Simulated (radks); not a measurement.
Results of a calculation; reference values are marked as such.
All-electron atom: the mercury ion Hg36+ in [Kr] 4d8.

Code: a radial shooting solver on a logarithmic mesh with Libxc functionals. Model: scalar-relativistic Kohn-Sham, SCAN, spin-polarised, spherical densities, finite nucleus; open shells are filled with parallel spins first (spin-orbit coupling, left out, can overturn this in heavy ions); meta-GGA in the generalised Kohn-Sham scheme; Fermi nuclear charge, rms radius 5.4648 fm.

Energy parts (hartree):
total: -18885.5141
kinetic: 21280.3579
electron-nucleus: -44515.1319
Hartree: 4660.5879
exchange-correlation: -311.3279

Orbitals (lengths in bohr, moments of r in powers of bohr):
[
 {"orbital": "1s up", "occ.": "1", "eigenvalue (hartree)": "-3113.375", "<r>": "0.01659"},
 {"orbital": "1s down", "occ.": "1", "eigenvalue (hartree)": "-3113.370", "<r>": "0.01659"},
 {"orbital": "2s up", "occ.": "1", "eigenvalue (hartree)": "-597.9819", "<r>": "0.06991"},
 {"orbital": "2s down", "occ.": "1", "eigenvalue (hartree)": "-597.9234", "<r>": "0.06991"},
 {"orbital": "2p up", "occ.": "3", "eigenvalue (hartree)": "-523.1221", "<r>": "0.06329"},
 {"orbital": "2p down", "occ.": "3", "eigenvalue (hartree)": "-523.0617", "<r>": "0.06329"},
 {"orbital": "3s up", "occ.": "1", "eigenvalue (hartree)": "-183.6043", "<r>": "0.1794"},
 {"orbital": "3s down", "occ.": "1", "eigenvalue (hartree)": "-183.5625", "<r>": "0.1794"},
 {"orbital": "3p up", "occ.": "3", "eigenvalue (hartree)": "-161.7933", "<r>": "0.1806"},
 {"orbital": "3p down", "occ.": "3", "eigenvalue (hartree)": "-161.7443", "<r>": "0.1806"},
 {"orbital": "3d up", "occ.": "5", "eigenvalue (hartree)": "-139.0678", "<r>": "0.1635"},
 {"orbital": "3d down", "occ.": "5", "eigenvalue (hartree)": "-138.9946", "<r>": "0.1635"},
 {"orbital": "4s up", "occ.": "1", "eigenvalue (hartree)": "-77.54913", "<r>": "0.3723"},
 {"orbital": "4s down", "occ.": "1", "eigenvalue (hartree)": "-77.29517", "<r>": "0.3725"},
 {"orbital": "4p up", "occ.": "3", "eigenvalue (hartree)": "-69.69736", "<r>": "0.3871"},
 {"orbital": "4p down", "occ.": "3", "eigenvalue (hartree)": "-69.45057", "<r>": "0.3874"},
 {"orbital": "4d up", "occ.": "5", "eigenvalue (hartree)": "-60.76847", "<r>": "0.3893"},
 {"orbital": "4d down", "occ.": "3", "eigenvalue (hartree)": "-60.52408", "<r>": "0.3896"}
]

The highest occupied level is 4d down at -1646.9 eV. The electron density at the nucleus is 2.5e+06 e/bohr^3 (large components only). Spin moment in Bohr magnetons: 2. The spin density at the nucleus is 8.51 e/bohr^3 (1s -4.57, 2s -6.01, 3s 3.77, 4s 15.32). The density falls to 0.001 e/bohr^3 at r = 1.07 bohr.
